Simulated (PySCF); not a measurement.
Working with the constants of InP⁺

UHF-CCSD(T) constants of InP⁺, ⁴Σ⁻ (quartet), unpaired electrons σ ↑, π ↑↑ (basis In def2-SVPD with ECP28, P def2-SVPD; scalar-relativistic core potentials; PySCF 2.14; masses 114.9039 and 30.9738 u):

```
ωe              : 87.4 cm⁻¹
ωexe            : 0.888 cm⁻¹
Be              : 0.067338 cm⁻¹
αe              : 0.000843 cm⁻¹
D (centrifugal) : 1.6e-07 cm⁻¹
De to In⁺ + P   : 0.291 eV
```

Task: Give the vibrational terms G(v) and spacings up to v = 6.

Result: G(v) = ωe(v+½) − ωexe(v+½)².

```tsv
v	G(v) (cm⁻¹)	G(v) − G(v−1)	Bv (cm⁻¹)
0	43		0.06692
1	129	86	0.06607
2	213	84	0.06523
3	295	82	0.06439
4	375	80	0.06354
5	454	79	0.06270
6	531	77	0.06186
```

Task: How well does the Morse estimate ωe²/(4ωexe) reproduce De, and what is D0?

Result: It gives 0.267 eV, 92 % of the computed De. D0 = De − G(0) = 0.291 − 0.005 = 0.286 eV.

Correlated steps freeze 9 core orbitals. The bond is weak. Basis-set superposition, not corrected here, can be much of De in a small basis, most of all at correlated wavefunction levels. These are scalar-relativistic numbers at best; spin–orbit coupling would shift them, the dissociation energy most. For an ion De counts to the pair picked by the measured ionisation energies or electron affinities, which need not be the lowest pair at this level. The state was picked by a PBE0 search and need not be the measured ground state.
